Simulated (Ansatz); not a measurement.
Consider the cleavage of the B–Ge bond: `N[BH][GeH]([OH])[F]` + `OC[SiH2]F` → `NBOC[SiH2]F` + `[OH][GeH2][F]`.

Isolated molecules relaxed with PBE0-D4/def2-TZVP in Ansatz; ΔE leaves out vibrations. CBS: MP2 limit from def2 TZ/QZ plus the TZ coupled-cluster correction, frozen cores. Functionals use def2-TZVPP. For Ge outer-core shells are correlated without core-valence functions, which leaves a few kJ/mol of doubt a bond. Scalar relativity is left out up to krypton. Each species was taken in one conformer, which may not be the lowest.

```csv
level,ΔE (eV)
r2SCAN-D4,-1.14
ωB97M-V,-1.16
```

Question: What does CCSD(T)/CBS give? (An estimate is asked.)

Answer: The calculation gave: -1.12 eV. The listed levels differ from it by -0.02, -0.04 eV.

Largest T1 diagnostic among the species: 0.013.

From PBE to PBE0 (25 % exact exchange), in def2-TZVPP and without D4, ΔE moves by −0.08 eV. In def2-TZVPP, CCSD(T) changes the Hartree–Fock value by +0.25 eV (the triples alone add +0.03 eV) and MP2 by +0.21 eV.
